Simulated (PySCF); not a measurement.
GeH3N, BGeH4, ClGeH2 (calculated)

All values are calculated (PySCF 2.14.0). Calculation on a computer-drawn molecule: vertical ionisation energy to the stated ion spin, frozen-core CCSD(T) at the basis limit and cheaper methods, single-reference cases, UHF for radicals, no spin-orbit; all values are single points at the evaluated structure, the first of each entry, which is the reference or a displaced copy of it and isn't optimised; the reference structure only sets the zero of the energies above reference; triples share is (T) over the correlation energy; on germanium a core potential holds 10 electrons, which the energies leave out, and 3d is frozen in MP2 and coupled-cluster steps.

Common to all runs: multiplicity 1; ion multiplicity 2; diffuse functions no; basis and core potential on germanium cc-pVnZ-PP ECP10MDF; reference is the Hartree-Fock double-zeta minimum; best is HF at quadruple zeta + MP2 correlation extrapolated from triple and quadruple zeta + CCSD(T) minus MP2 at triple zeta; basis step is the size of the change from the same recipe one zeta lower.

(1) 
```xyz
5
formula=GeH3N charge=0 basis=cc-pVnZ ionisation_energy_best=9.167 ionisation_energy_basis_step=0.04414 energy_above_reference_best=2.66 energy_above_reference_basis_step=0.04586 ionisation_energy_Koopmans_at_triple_zeta=9.134 ionisation_energy_EOM_CCSD_at_triple_zeta=9.149 total_energy_HF_triple_zeta=-349.6011 total_energy_CCSD(T)_triple_zeta=-349.9577 total_energy_best=-350.0021 T1_diagnostic_at_triple_zeta=0.01678 D1_diagnostic_at_triple_zeta=0.04744 ion_T1_diagnostic_at_triple_zeta=0.02522 ion_D1_diagnostic_at_triple_zeta=0.075 ion_spin_squared_at_triple_zeta=0.7997 triples_share_at_triple_zeta=0.03764 basis_functions_triple_zeta=111 dipole_magnitude_HF_at_triple_zeta=1.365 dipole_magnitude_CCSD_unrelaxed_at_triple_zeta=1.571 dipole_magnitude_PBE_at_triple_zeta=1.743 dipole_magnitude_r2SCAN_at_triple_zeta=1.736 dipole_magnitude_B3LYP_at_triple_zeta=1.608 dipole_magnitude_wB97X_at_triple_zeta=1.554
N      0.2727    -0.4407    -1.3171
Ge     1.9853    -0.9831    -1.3454
H     -0.1119    -0.4963    -0.3986
H     -0.3484    -0.0998    -1.9780
H      2.0754    -0.7526    -2.9633
```

Units: ionisation_energy_best, ionisation_energy_basis_step, ionisation_energy_Koopmans_at_triple_zeta, ionisation_energy_EOM_CCSD_at_triple_zeta in eV; energy_above_reference_best, energy_above_reference_basis_step in kcal/mol; total_energy_HF_triple_zeta, total_energy_CCSD(T)_triple_zeta, total_energy_best in hartree; dipole_magnitude_HF_at_triple_zeta, dipole_magnitude_CCSD_unrelaxed_at_triple_zeta, dipole_magnitude_PBE_at_triple_zeta, dipole_magnitude_r2SCAN_at_triple_zeta, dipole_magnitude_B3LYP_at_triple_zeta, dipole_magnitude_wB97X_at_triple_zeta in debye.

Reference structure:
```xyz
5
GeH3N
N      0.2870    -0.4006    -1.2527
Ge     2.0396    -0.8374    -1.3842
H     -0.1958    -0.3974    -0.3740
H     -0.3141    -0.1390    -2.0110
H      2.0970    -0.6332    -2.9605
```

Drawn bonds:
| atom | other atom | order |
| --- | --- | --- |
| 1 | 2 | 1 |
| 1 | 3 | 1 |
| 1 | 4 | 1 |
| 2 | 5 | 1 |

Triple zeta:
| method | ionisation energy (eV) | energy above reference (kcal/mol) |
| --- | --- | --- |
| HF | 8.227 | 2.564 |
| PBE | 8.988 | 2.583 |
| r2SCAN | 9.019 | 2.464 |
| B3LYP | 9.172 | 2.546 |
| wB97X | 9.25 | 2.552 |
| MP2 | 8.976 | 2.709 |
| CCSD | 9.039 | 2.654 |
| CCSD(T) | 9.043 | 2.685 |

(2) 
```xyz
6
formula=BGeH4 charge=1 basis=cc-pVnZ ionisation_energy_best=17.59 ionisation_energy_basis_step=0.0279 energy_above_reference_best=0.7059 energy_above_reference_basis_step=0.03419 ionisation_energy_Koopmans_at_triple_zeta=17.66 ionisation_energy_EOM_CCSD_at_triple_zeta=17.55 total_energy_HF_triple_zeta=-320.0911 total_energy_CCSD(T)_triple_zeta=-320.3207 total_energy_best=-320.3458 T1_diagnostic_at_triple_zeta=0.0111 D1_diagnostic_at_triple_zeta=0.01915 ion_T1_diagnostic_at_triple_zeta=0.01647 ion_D1_diagnostic_at_triple_zeta=0.04234 ion_spin_squared_at_triple_zeta=0.7687 triples_share_at_triple_zeta=0.02541 basis_functions_triple_zeta=125
B      1.5693     1.0702    -0.1053
Ge     1.6864     0.9379    -2.2043
H      1.7461     0.0569     0.5046
H      1.3746     2.1114     0.3307
H      2.9899     1.1020    -3.0069
H      0.4728     0.6579    -3.0604
```

Units: ionisation_energy_best, ionisation_energy_basis_step, ionisation_energy_Koopmans_at_triple_zeta, ionisation_energy_EOM_CCSD_at_triple_zeta in eV; energy_above_reference_best, energy_above_reference_basis_step in kcal/mol; total_energy_HF_triple_zeta, total_energy_CCSD(T)_triple_zeta, total_energy_best in hartree.

Reference structure:
```xyz
6
BGeH4
B      1.5879     1.0631    -0.1240
Ge     1.6869     0.9339    -2.2042
H      1.7307     0.0561     0.4899
H      1.3937     2.1374     0.3447
H      2.9794     1.0887    -2.9845
H      0.4731     0.6763    -3.0781
```

Drawn bonds:
| atom | other atom | order |
| --- | --- | --- |
| 1 | 2 | 1 |
| 1 | 3 | 1 |
| 1 | 4 | 1 |
| 2 | 5 | 1 |
| 2 | 6 | 1 |

Triple zeta:
| method | ionisation energy (eV) | energy above reference (kcal/mol) |
| --- | --- | --- |
| HF | 16.68 | 0.5993 |
| PBE | 17.22 | 0.9242 |
| r2SCAN | 17.33 | 0.9549 |
| B3LYP | 17.41 | 0.6998 |
| wB97X | 17.43 | 0.879 |
| MP2 | 17.48 | 0.7087 |
| CCSD | 17.47 | 0.6898 |
| CCSD(T) | 17.5 | 0.7038 |

(3) 
```xyz
6
formula=BGeH4 charge=1 basis=cc-pVnZ ionisation_energy_best=17.47 ionisation_energy_basis_step=0.0283 energy_above_reference_best=2.214 energy_above_reference_basis_step=0.001221 ionisation_energy_Koopmans_at_triple_zeta=17.52 ionisation_energy_EOM_CCSD_at_triple_zeta=17.42 total_energy_HF_triple_zeta=-320.0889 total_energy_CCSD(T)_triple_zeta=-320.3183 total_energy_best=-320.3434 T1_diagnostic_at_triple_zeta=0.01096 D1_diagnostic_at_triple_zeta=0.02024 ion_T1_diagnostic_at_triple_zeta=0.01608 ion_D1_diagnostic_at_triple_zeta=0.0422 ion_spin_squared_at_triple_zeta=0.7676 triples_share_at_triple_zeta=0.02546 basis_functions_triple_zeta=125
B      1.6407     1.0801    -0.1194
Ge     1.6639     0.9515    -2.2365
H      1.7471     0.0456     0.5122
H      1.4104     2.1641     0.3394
H      2.9893     1.0995    -2.9566
H      0.4850     0.6507    -3.0432
```

Units: ionisation_energy_best, ionisation_energy_basis_step, ionisation_energy_Koopmans_at_triple_zeta, ionisation_energy_EOM_CCSD_at_triple_zeta in eV; energy_above_reference_best, energy_above_reference_basis_step in kcal/mol; total_energy_HF_triple_zeta, total_energy_CCSD(T)_triple_zeta, total_energy_best in hartree.

Reference structure:
```xyz
6
BGeH4
B      1.5879     1.0631    -0.1240
Ge     1.6869     0.9339    -2.2042
H      1.7307     0.0561     0.4899
H      1.3937     2.1374     0.3447
H      2.9794     1.0887    -2.9845
H      0.4731     0.6763    -3.0781
```

Drawn bonds:
| atom | other atom | order |
| --- | --- | --- |
| 1 | 2 | 1 |
| 1 | 3 | 1 |
| 1 | 4 | 1 |
| 2 | 5 | 1 |
| 2 | 6 | 1 |

Triple zeta:
| method | ionisation energy (eV) | energy above reference (kcal/mol) |
| --- | --- | --- |
| HF | 16.55 | 1.94 |
| PBE | 17.11 | 2.343 |
| r2SCAN | 17.21 | 2.244 |
| B3LYP | 17.29 | 2.327 |
| wB97X | 17.31 | 2.116 |
| MP2 | 17.35 | 2.13 |
| CCSD | 17.35 | 2.172 |
| CCSD(T) | 17.37 | 2.182 |

(4) 
```xyz
6
formula=BGeH4 charge=1 basis=cc-pVnZ ionisation_energy_best=18.08 ionisation_energy_basis_step=0.01927 energy_above_reference_best=9.888 energy_above_reference_basis_step=0.05965 ionisation_energy_Koopmans_at_triple_zeta=18.17 ionisation_energy_EOM_CCSD_at_triple_zeta=18.03 total_energy_HF_triple_zeta=-320.0750 total_energy_CCSD(T)_triple_zeta=-320.3059 total_energy_best=-320.3312 T1_diagnostic_at_triple_zeta=0.0122 D1_diagnostic_at_triple_zeta=0.02423 ion_T1_diagnostic_at_triple_zeta=0.03543 ion_D1_diagnostic_at_triple_zeta=0.1219 ion_spin_squared_at_triple_zeta=0.8221 triples_share_at_triple_zeta=0.02561 basis_functions_triple_zeta=125
B      1.6166     1.1418    -0.1463
Ge     1.5583     0.9172    -2.1696
H      1.7794     0.1713     0.5482
H      1.3949     2.1111     0.3066
H      2.9095     0.9527    -3.0794
H      0.5797     0.6407    -3.1764
```

Units: ionisation_energy_best, ionisation_energy_basis_step, ionisation_energy_Koopmans_at_triple_zeta, ionisation_energy_EOM_CCSD_at_triple_zeta in eV; energy_above_reference_best, energy_above_reference_basis_step in kcal/mol; total_energy_HF_triple_zeta, total_energy_CCSD(T)_triple_zeta, total_energy_best in hartree.

Reference structure:
```xyz
6
BGeH4
B      1.5879     1.0631    -0.1240
Ge     1.6869     0.9339    -2.2042
H      1.7307     0.0561     0.4899
H      1.3937     2.1374     0.3447
H      2.9794     1.0887    -2.9845
H      0.4731     0.6763    -3.0781
```

Drawn bonds:
| atom | other atom | order |
| --- | --- | --- |
| 1 | 2 | 1 |
| 1 | 3 | 1 |
| 1 | 4 | 1 |
| 2 | 5 | 1 |
| 2 | 6 | 1 |

Triple zeta:
| method | ionisation energy (eV) | energy above reference (kcal/mol) |
| --- | --- | --- |
| HF | 17.17 | 10.7 |
| PBE | 17.62 | 9.338 |
| r2SCAN | 17.73 | 9.101 |
| B3LYP | 17.83 | 9.253 |
| wB97X | 17.96 | 9.824 |
| MP2 | 18.02 | 10.09 |
| CCSD | 17.98 | 10.04 |
| CCSD(T) | 17.98 | 10 |

(5) 
```xyz
5
formula=GeH3N charge=0 basis=cc-pVnZ ionisation_energy_best=8.968 ionisation_energy_basis_step=0.04666 energy_above_reference_best=4.421 energy_above_reference_basis_step=0.09531 ionisation_energy_Koopmans_at_triple_zeta=8.912 ionisation_energy_EOM_CCSD_at_triple_zeta=8.948 total_energy_HF_triple_zeta=-349.5993 total_energy_CCSD(T)_triple_zeta=-349.9548 total_energy_best=-349.9993 T1_diagnostic_at_triple_zeta=0.01611 D1_diagnostic_at_triple_zeta=0.04573 ion_T1_diagnostic_at_triple_zeta=0.02257 ion_D1_diagnostic_at_triple_zeta=0.07473 ion_spin_squared_at_triple_zeta=0.7778 triples_share_at_triple_zeta=0.03724 basis_functions_triple_zeta=111 dipole_magnitude_HF_at_triple_zeta=1.489 dipole_magnitude_CCSD_unrelaxed_at_triple_zeta=1.677 dipole_magnitude_PBE_at_triple_zeta=1.831 dipole_magnitude_r2SCAN_at_triple_zeta=1.83 dipole_magnitude_B3LYP_at_triple_zeta=1.679 dipole_magnitude_wB97X_at_triple_zeta=1.649
N      0.2848    -0.3877    -1.3002
Ge     2.0171    -0.7814    -1.3680
H     -0.1246    -0.4011    -0.3416
H     -0.3325    -0.0941    -1.9645
H      2.1470    -0.6543    -2.8854
```

Units: ionisation_energy_best, ionisation_energy_basis_step, ionisation_energy_Koopmans_at_triple_zeta, ionisation_energy_EOM_CCSD_at_triple_zeta in eV; energy_above_reference_best, energy_above_reference_basis_step in kcal/mol; total_energy_HF_triple_zeta, total_energy_CCSD(T)_triple_zeta, total_energy_best in hartree; dipole_magnitude_HF_at_triple_zeta, dipole_magnitude_CCSD_unrelaxed_at_triple_zeta, dipole_magnitude_PBE_at_triple_zeta, dipole_magnitude_r2SCAN_at_triple_zeta, dipole_magnitude_B3LYP_at_triple_zeta, dipole_magnitude_wB97X_at_triple_zeta in debye.

Reference structure:
```xyz
5
GeH3N
N      0.2870    -0.4006    -1.2527
Ge     2.0396    -0.8374    -1.3842
H     -0.1958    -0.3974    -0.3740
H     -0.3141    -0.1390    -2.0110
H      2.0970    -0.6332    -2.9605
```

Drawn bonds:
| atom | other atom | order |
| --- | --- | --- |
| 1 | 2 | 1 |
| 1 | 3 | 1 |
| 1 | 4 | 1 |
| 2 | 5 | 1 |

Triple zeta:
| method | ionisation energy (eV) | energy above reference (kcal/mol) |
| --- | --- | --- |
| HF | 8.018 | 3.661 |
| PBE | 8.813 | 4.912 |
| r2SCAN | 8.839 | 4.086 |
| B3LYP | 9.003 | 4.513 |
| wB97X | 9.072 | 4.005 |
| MP2 | 8.743 | 4.215 |
| CCSD | 8.836 | 4.32 |
| CCSD(T) | 8.843 | 4.467 |

(6) 
```xyz
4
formula=ClGeH2 charge=1 basis=cc-pV(n+d)Z ionisation_energy_best=17.93 ionisation_energy_basis_step=0.06267 energy_above_reference_best=8.635 energy_above_reference_basis_step=0.1458 ionisation_energy_Koopmans_at_triple_zeta=18.36 ionisation_energy_EOM_CCSD_at_triple_zeta=17.79 total_energy_HF_triple_zeta=-753.7909 total_energy_CCSD(T)_triple_zeta=-754.1206 total_energy_best=-754.1700 T1_diagnostic_at_triple_zeta=0.01566 D1_diagnostic_at_triple_zeta=0.04542 ion_T1_diagnostic_at_triple_zeta=0.02854 ion_D1_diagnostic_at_triple_zeta=0.1217 ion_spin_squared_at_triple_zeta=0.763 triples_share_at_triple_zeta=0.03995 basis_functions_triple_zeta=106
Cl    -0.5543     3.0686    -2.9490
Ge     0.1344     2.1014    -1.1746
H      1.7625     1.5259    -1.2648
H     -0.8635     2.0477    -0.0409
```

Units: ionisation_energy_best, ionisation_energy_basis_step, ionisation_energy_Koopmans_at_triple_zeta, ionisation_energy_EOM_CCSD_at_triple_zeta in eV; energy_above_reference_best, energy_above_reference_basis_step in kcal/mol; total_energy_HF_triple_zeta, total_energy_CCSD(T)_triple_zeta, total_energy_best in hartree.

Reference structure:
```xyz
4
ClGeH2
Cl    -0.5377     3.0401    -2.9161
Ge     0.1282     2.1249    -1.2034
H      1.5297     1.5735    -1.2280
H     -0.8322     2.0701    -0.0443
```

Drawn bonds:
| atom | other atom | order |
| --- | --- | --- |
| 1 | 2 | 1 |
| 2 | 3 | 1 |
| 2 | 4 | 1 |

Triple zeta:
| method | ionisation energy (eV) | energy above reference (kcal/mol) |
| --- | --- | --- |
| HF | 16.63 | 11.21 |
| PBE | 17.54 | 6.567 |
| r2SCAN | 17.66 | 9.047 |
| B3LYP | 17.7 | 7.896 |
| wB97X | 17.78 | 10.11 |
| MP2 | 17.89 | 9.796 |
| CCSD | 17.68 | 8.946 |
| CCSD(T) | 17.75 | 8.494 |

(7) 
```xyz
5
formula=GeH3N charge=0 basis=cc-pVnZ ionisation_energy_best=8.949 ionisation_energy_basis_step=0.04396 energy_above_reference_best=13.01 energy_above_reference_basis_step=0.1217 ionisation_energy_Koopmans_at_triple_zeta=8.878 ionisation_energy_EOM_CCSD_at_triple_zeta=8.921 total_energy_HF_triple_zeta=-349.5836 total_energy_CCSD(T)_triple_zeta=-349.9410 total_energy_best=-349.9856 T1_diagnostic_at_triple_zeta=0.01633 D1_diagnostic_at_triple_zeta=0.0458 ion_T1_diagnostic_at_triple_zeta=0.0225 ion_D1_diagnostic_at_triple_zeta=0.07001 ion_spin_squared_at_triple_zeta=0.7797 triples_share_at_triple_zeta=0.03776 basis_functions_triple_zeta=111 dipole_magnitude_HF_at_triple_zeta=1.614 dipole_magnitude_CCSD_unrelaxed_at_triple_zeta=1.776 dipole_magnitude_PBE_at_triple_zeta=1.887 dipole_magnitude_r2SCAN_at_triple_zeta=1.898 dipole_magnitude_B3LYP_at_triple_zeta=1.743 dipole_magnitude_wB97X_at_triple_zeta=1.752
N      0.3568    -0.4383    -1.2307
Ge     2.0446    -0.8996    -1.4174
H     -0.1549    -0.4542    -0.4598
H     -0.2932    -0.0689    -2.0903
H      2.0213    -0.5728    -2.9346
```

Units: ionisation_energy_best, ionisation_energy_basis_step, ionisation_energy_Koopmans_at_triple_zeta, ionisation_energy_EOM_CCSD_at_triple_zeta in eV; energy_above_reference_best, energy_above_reference_basis_step in kcal/mol; total_energy_HF_triple_zeta, total_energy_CCSD(T)_triple_zeta, total_energy_best in hartree; dipole_magnitude_HF_at_triple_zeta, dipole_magnitude_CCSD_unrelaxed_at_triple_zeta, dipole_magnitude_PBE_at_triple_zeta, dipole_magnitude_r2SCAN_at_triple_zeta, dipole_magnitude_B3LYP_at_triple_zeta, dipole_magnitude_wB97X_at_triple_zeta in debye.

Reference structure:
```xyz
5
GeH3N
N      0.2870    -0.4006    -1.2527
Ge     2.0396    -0.8374    -1.3842
H     -0.1958    -0.3974    -0.3740
H     -0.3141    -0.1390    -2.0110
H      2.0970    -0.6332    -2.9605
```

Drawn bonds:
| atom | other atom | order |
| --- | --- | --- |
| 1 | 2 | 1 |
| 1 | 3 | 1 |
| 1 | 4 | 1 |
| 2 | 5 | 1 |

Triple zeta:
| method | ionisation energy (eV) | energy above reference (kcal/mol) |
| --- | --- | --- |
| HF | 7.995 | 13.55 |
| PBE | 8.787 | 12.86 |
| r2SCAN | 8.815 | 12.47 |
| B3LYP | 8.97 | 12.98 |
| wB97X | 9.036 | 12.81 |
| MP2 | 8.728 | 13.08 |
| CCSD | 8.819 | 13.12 |
| CCSD(T) | 8.825 | 13.1 |

(8) 
```xyz
6
formula=BGeH4 charge=1 basis=cc-pVnZ
B      1.6176     1.0624    -0.0037
Ge     1.8270     0.9826    -2.2601
H      1.7314     0.0553     0.4685
H      1.3935     2.5868     0.5706
H      2.9279     1.0863    -3.0957
H      0.5663     0.6644    -3.1259
```

Reference structure:
```xyz
6
BGeH4
B      1.5879     1.0631    -0.1240
Ge     1.6869     0.9339    -2.2042
H      1.7307     0.0561     0.4899
H      1.3937     2.1374     0.3447
H      2.9794     1.0887    -2.9845
H      0.4731     0.6763    -3.0781
```

Drawn bonds:
| atom | other atom | order |
| --- | --- | --- |
| 1 | 2 | 1 |
| 1 | 3 | 1 |
| 1 | 4 | 1 |
| 2 | 5 | 1 |
| 2 | 6 | 1 |

(9) 
```xyz
4
formula=ClGeH2 charge=1 basis=cc-pV(n+d)Z
Cl    -0.6062     2.9664    -2.8653
Ge     0.1758     2.0274    -1.2124
H      1.4725     1.5528    -1.1247
H     -0.8447     2.2332    -0.0188
```

Reference structure:
```xyz
4
ClGeH2
Cl    -0.5377     3.0401    -2.9161
Ge     0.1282     2.1249    -1.2034
H      1.5297     1.5735    -1.2280
H     -0.8322     2.0701    -0.0443
```

Drawn bonds:
| atom | other atom | order |
| --- | --- | --- |
| 1 | 2 | 1 |
| 2 | 3 | 1 |
| 2 | 4 | 1 |

(10) 
```xyz
6
formula=BGeH4 charge=1 basis=cc-pVnZ
B      1.5872     1.0708    -0.1223
Ge     1.6933     0.9304    -2.2082
H      1.7369     0.0484     0.4975
H      1.3952     2.1362     0.3344
H      2.9740     1.0910    -2.9828
H      0.3615     0.6632    -3.1703
```

Reference structure:
```xyz
6
BGeH4
B      1.5879     1.0631    -0.1240
Ge     1.6869     0.9339    -2.2042
H      1.7307     0.0561     0.4899
H      1.3937     2.1374     0.3447
H      2.9794     1.0887    -2.9845
H      0.4731     0.6763    -3.0781
```

Drawn bonds:
| atom | other atom | order |
| --- | --- | --- |
| 1 | 2 | 1 |
| 1 | 3 | 1 |
| 1 | 4 | 1 |
| 2 | 5 | 1 |
| 2 | 6 | 1 |

**Q.** Estimate the ion spin squared at triple zeta of BGeH4 (entry 8).
**A.** 0.8175

**Q.** BGeH4 (entry 8): ion D1 diagnostic at triple zeta?
**A.** 0.1338

**Q.** Give the table of triple zeta values for BGeH4 (entry 8).
**A.** 
Triple zeta:
| method | ionisation energy (eV) | energy above reference (kcal/mol) |
| --- | --- | --- |
| HF | 15.56 | 46.35 |
| PBE | 16.35 | 41.61 |
| r2SCAN | 16.4 | 43.59 |
| B3LYP | 16.49 | 43.37 |
| wB97X | 16.53 | 44.79 |
| MP2 | 16.56 | 45.25 |
| CCSD | 16.56 | 43.64 |
| CCSD(T) | 16.6 | 43.19 |

**Q.** What ion D1 diagnostic at triple zeta does the calculation give for ClGeH2 (entry 9)?
**A.** 0.1347

**Q.** Give the missing ion T1 diagnostic at triple zeta for ClGeH2 (entry 9).
**A.** 0.031

**Q.** Estimate the total energy HF triple zeta of ClGeH2 (entry 9).
**A.** -753.7967 hartree

**Q.** What triples share at triple zeta does the calculation give for BGeH4 (entry 10)?
**A.** 0.02622

**Q.** Estimate the T1 diagnostic at triple zeta of BGeH4 (entry 10).
**A.** 0.01178

**Q.** Estimate the energy above reference best of BGeH4 (entry 10).
**A.** 3.376 kcal/mol

Further results for BGeH4 (entry 8):

- ionisation energy best: 16.69 eV
- ionisation energy basis step: 0.0228 eV
- energy above reference best: 43.55 kcal/mol
- energy above reference basis step: 0.05249 kcal/mol
- ionisation energy Koopmans at triple zeta: 16.6 eV
- ionisation energy EOM CCSD at triple zeta: 16.65 eV
- total energy HF triple zeta: -320.0182 hartree
- total energy CCSD(T) triple zeta: -320.2530 hartree
- total energy best: -320.2775 hartree
- T1 diagnostic at triple zeta: 0.01235
- D1 diagnostic at triple zeta: 0.02514
- ion T1 diagnostic at triple zeta: 0.03726
- triples share at triple zeta: 0.02804
- basis functions triple zeta: 125

Further results for ClGeH2 (entry 9):

* ionisation energy best: 18.26 eV
* ionisation energy basis step: 0.06672 eV
* energy above reference best: 7.375 kcal/mol
* energy above reference basis step: 0.02724 kcal/mol
* ionisation energy Koopmans at triple zeta: 18.62 eV
* ionisation energy EOM CCSD at triple zeta: 18.11 eV
* total energy CCSD(T) triple zeta: -754.1223 hartree
* total energy best: -754.1720 hartree
* T1 diagnostic at triple zeta: 0.01408
* D1 diagnostic at triple zeta: 0.0415
* ion spin squared at triple zeta: 0.7632
* triples share at triple zeta: 0.03831
* basis functions triple zeta: 106

Triple zeta:
| method | ionisation energy (eV) | energy above reference (kcal/mol) |
| --- | --- | --- |
| HF | 17 | 7.53 |
| PBE | 17.82 | 7.242 |
| r2SCAN | 17.95 | 7.011 |
| B3LYP | 18 | 7.171 |
| wB97X | 18.1 | 7.224 |
| MP2 | 18.24 | 7.391 |
| CCSD | 18.01 | 7.432 |
| CCSD(T) | 18.08 | 7.419 |

Further results for BGeH4 (entry 10):

* ionisation energy best: 17.54 eV
* ionisation energy basis step: 0.02667 eV
* energy above reference basis step: 0.03755 kcal/mol
* ionisation energy Koopmans at triple zeta: 17.63 eV
* ionisation energy EOM CCSD at triple zeta: 17.5 eV
* total energy HF triple zeta: -320.0851 hartree
* total energy CCSD(T) triple zeta: -320.3165 hartree
* total energy best: -320.3415 hartree
* D1 diagnostic at triple zeta: 0.02117
* ion T1 diagnostic at triple zeta: 0.02052
* ion D1 diagnostic at triple zeta: 0.04734
* ion spin squared at triple zeta: 0.7862
* basis functions triple zeta: 125

Triple zeta:
| method | ionisation energy (eV) | energy above reference (kcal/mol) |
| --- | --- | --- |
| HF | 16.65 | 4.331 |
| PBE | 17.16 | 2.622 |
| r2SCAN | 17.27 | 3.641 |
| B3LYP | 17.35 | 3.263 |
| wB97X | 17.39 | 3.917 |
| MP2 | 17.46 | 3.907 |
| CCSD | 17.43 | 3.458 |
| CCSD(T) | 17.45 | 3.326 |
